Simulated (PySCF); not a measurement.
3-methylidenefuran (C₅H₆O), SMILES C=C1C=COC1.

Geometry optimised at B3LYP-D3(BJ)/def2-SVP. One conformer was computed; it need not be the lowest.

Vertical ionisation energy (IE) and electron affinity (EA) in eV. Rows of orbital energies are one-electron estimates. Where ΔSCF, EOM or ADC give a negative EA the extra electron is unbound and the value depends on the basis.

```tsv
level	IE	EA
−ε(HOMO), −ε(LUMO), HF/def2-TZVP (PySCF)	8.06	-3.07
−ε(HOMO), −ε(LUMO), PBE/def2-TZVP (PySCF)	4.83	1.46
```
